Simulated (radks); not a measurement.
Task: Spherical quantum dot in the effective-mass picture: electrons in a parabolic well V = omega^2 r^2 / 2 with omega = 0.135, all in effective atomic units (hartree* = m*/eps^2 hartree, bohr* = eps/m* bohr), one dielectric constant everywhere. Method: non-relativistic Kohn-Sham, LDA (Slater exchange, Perdew-Wang correlation), spin-polarised, spherical densities; computed with a radial shooting solver with Libxc functionals. Levels are named by radial order and angular momentum (1s, 1p, 1d, 2s, ...), and open shells are averaged over m. At N = 13 the configuration is 1s2 1p6 1d(up 5, down 0). Does electron 14 go into 2s up or 2s down or 1d down?

Result: Into 1d down. The total energies of the other choices lie higher by 0.0100 hartree* (2s up), 0.0201 hartree* (2s down).
